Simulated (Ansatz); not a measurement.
Input file for Ansatz (a quantum-chemistry and plane-wave program): U-CCSD(T)/cc-pVDZ on Br2, a point of a bond scan (R = 2.316 Å). The run froze 28 orbitals, filled d shells among them.

Ansatz 0.2 input:
```yaml
crystal:
  periodic: [false, false, false]
  atoms:
    - {symbol: Br, position_ang: [-0.00000000, -0.00000000, -1.15786913]}
    - {symbol: Br, position_ang: [0.00000000, 0.00000000, 1.15786913]}
basis:
  gaussian:
    orbitals: cc-pVDZ
correlation: {method: ccsd_t, electrons: outside_noble_gas}
scf: {omitted_lower_state_checks: [cluster_reference]}
magnetization: {spin_polarized: true, initial_magnetization: 0}
```

Predict the final total energy.

-5145.0127 hartree (reference determinant -5144.7560, T1 diagnostic 0.007).
